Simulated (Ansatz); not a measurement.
GeH6OSSi, SMILES `O[SiH2][GeH2][SH]`. Charge 0, multiplicity 1. The geometry is a stationary point of PBE0-D4/def2-TZVP. It is one conformer, not always the lowest.

```xyz
10

O     1.346    1.618   -0.223
Si   -0.187    1.061   -0.465
Ge   -0.083   -1.310   -0.288
S     0.324   -1.896    1.828
H     1.472    2.562   -0.113
H    -0.718    1.469   -1.798
H    -1.130    1.583    0.567
H     1.086   -1.920   -1.076
H    -1.399   -1.962   -0.762
H    -0.711   -1.204    2.330
```

Task: What is the dipole moment at PBE/def2-TZVPP? (Estimate.)

Result: Ansatz gave: 2.42 D, with components (-0.80, 2.19, -0.67) D in this frame, pointing from negative to positive charge.

Task: And with r2SCAN, B3LYP, ωB97M-V? (An estimate is asked.)

Result: Ansatz gave: r2SCAN 2.55 D, B3LYP 2.55 D, ωB97M-V 2.58 D.

Task: Give the Mulliken charges with PBE, r2SCAN, B3LYP in def2-TZVPP. (Best estimate.)

Result: Computed: 
| atom | PBE | r2SCAN | B3LYP |
| --- | --- | --- | --- |
| O1 | -0.34 | -0.40 | -0.38 |
| Si2 | 0.31 | 0.41 | 0.39 |
| Ge3 | 0.20 | 0.21 | 0.19 |
| S4 | -0.31 | -0.33 | -0.31 |
| H5 | 0.19 | 0.20 | 0.18 |
| H6 | -0.08 | -0.09 | -0.08 |
| H7 | -0.08 | -0.09 | -0.09 |
| H8 | 0.00 | 0.00 | 0.01 |
| H9 | -0.01 | -0.01 | -0.01 |
| H10 | 0.11 | 0.11 | 0.10 |

B3LYP here is the variant with VWN-RPA as its local correlation; programs differ in this.
